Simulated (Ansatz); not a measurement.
Basis sets compared for InCl2H (InHCl2). Charge 0, multiplicity 1. Geometry r2SCAN-D4/def2-TZVP. Ansatz on 4 threads of Arm Neoverse V2 on a shared host; times are rough, and most runs start from earlier orbitals.

```
atom    x (Å)    y (Å)    z (Å)
 In1  -0.1368  -0.1237   0.1383
 Cl2   1.6623  -0.9909  -1.0364
 Cl3  -0.3845   2.1463  -0.2548
  H4  -1.1409  -1.0317   1.1529
```

In the def2 sets In takes a core potential, while STO-3G treats all electrons; there is no spin–orbit coupling.

STO-3G and 6-31G are all-electron sets without relativity, so their totals don't compare with the def2 sets.

Binding counts from free atoms (In doublet, Cl doublet, H doublet) in the same basis, without a counterpoise term.

```csv
level,functions,energy (Eh),HOMO (eV),LUMO (eV),binding per atom (eV),wall time
HF/STO-3G,46,-6592.7951,-9.64,4.46,3.17,0.2 s
HF/def2-TZVP,130,-1108.9242,-12.07,0.53,1.77,0.55 s
PBE-D4/def2-SVP,67,-1110.5517,-7.31,-2.51,2.36,0.4 s
PBE-D4/def2-TZVP (with forces),130,-1110.8846,-7.53,-2.69,2.39,0.9 s
r2SCAN-D4/def2-TZVP,130,-1111.2711,-7.88,-2.44,2.42,1.8 s
PBE0-D4/def2-SVP,67,-1110.6310,-8.74,-1.83,2.34,0.6 s
PBE0-D4/def2-TZVP,130,-1110.9589,-8.92,-1.96,2.38,0.95 s
```

Q: Estimate the rows for PBE-D4/def2-TZVPD, r2SCAN-D4/def2-TZVPD, PBE0-D4/def2-TZVPD.

A: 
```tsv
level	functions	energy (Eh)	HOMO (eV)	LUMO (eV)	binding per atom (eV)	wall time
PBE-D4/def2-TZVPD	157	-1110.8859	-7.58	-2.77	2.38	1.3 s
r2SCAN-D4/def2-TZVPD	157	-1111.2719	-7.91	-2.49	2.42	2.4 s
PBE0-D4/def2-TZVPD	157	-1110.9599	-8.96	-2.01	2.37	1.6 s
```
